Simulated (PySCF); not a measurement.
Species: CH7OSi (charge +1, singlet). It need not be the lowest isomer of its formula. 
Geometry from a B3LYP-D3(BJ)/def2-TZVP (Ansatz) optimisation:
```xyz
10

Si     1.1082     0.3911     0.1834
O     -0.3404    -0.5335    -0.3581
C     -1.7468    -0.1827    -0.0109
H      2.1667    -0.3881    -0.4659
H      1.0636     0.3115     1.6476
H      0.8310     1.7186    -0.3713
H     -1.7784     0.9014     0.0298
H     -1.9838    -0.6323     0.9487
H     -2.3725    -0.5573    -0.8143
H     -0.2381    -1.4642    -0.6118
```
Charge +1, spin multiplicity 1.

Dispersion corrections to the total energy (kcal/mol) from the dftd3 and dftd4 libraries through PySCF: D3(BJ) without and D4 with the three-body term, each with the damping fitted for the functional named.

| functional | D3(BJ) | D4 |
|---|---|---|
| HF | -29.79 | -10.33 |
| LC-wPBE | -3.38 | -3.00 |
| BHLYP | -4.91 | (withheld) |
| B2GP-PLYP | -2.24 | -1.12 |
| TPSSh | -4.20 | -3.32 |
| B3LYP | -6.33 | (withheld) |
| TPSS | -4.60 | (withheld) |

Question: Complete the blanks.

Answer: 
- BHLYP, D4: -3.14
- B3LYP, D4: -4.37
- TPSS, D4: -3.67
